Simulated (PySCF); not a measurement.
Two-component Hartree-Fock for Pr⁵²⁺ (praseodymium, charge +52)

Start: [He] 2s2 2p3; 2p1/2 filled at m_j = -1/2, +1/2; 2p3/2 filled at m_j = +3/2. Calculated with PySCF 2.14 in an even-tempered Gaussian basis (17 s from 32 bohr⁻², ratio 2.4; 13 p from 42 bohr⁻², ratio 2.4; 5 d from 140 bohr⁻², ratio 2.6; 4 f from 210 bohr⁻², ratio 2.6): generalised Hartree-Fock with the X2C-1e Hamiltonian and a Gaussian nucleus; one run each with spin-orbit coupling (SO) switched off, then screened by Boettger's factors.

```tsv
spinor shell	electrons	ε, spin-free (eV)	ε, screened SO (eV)	weight of nominal j (screened SO)	rms radius, screened SO (bohr)
1s1/2	2	-46862.4	-46838.5	1.000	0.0274
2s1/2	2	-10934.6	-10927.4	1.000	0.107
2p1/2	2	-10379.5	-10699.0	0.999	0.0914
2p3/2	1	-10379.5	-10185.5	1.000	0.0966
```

| quantity | spin-free | screened SO |
| --- | --- | --- |
| E (hartree) | -5656.44774 | -5675.39083 |
| M_J | 3/2 | 3/2 |
| ⟨J²⟩ | 3.750 | 3.750 |
| ⟨L²⟩ | 0.000 | 2.515 |
| ⟨S²⟩ | 3.750 | 1.500 |

Each row is a mean over spinors that exchange with the open shell spreads, by up to 54.097 eV (2s1/2).

Breit and QED terms are absent; they matter most for the inner s and p1/2 levels.

Densities and radii are taken from the X2C orbitals without a picture-change correction, which distorts them close to the nucleus.

Without spin-orbit coupling the j labels of p, d and f shells carry no meaning; the spin-free column gives the mean over the occupied spinors of each nl shell.
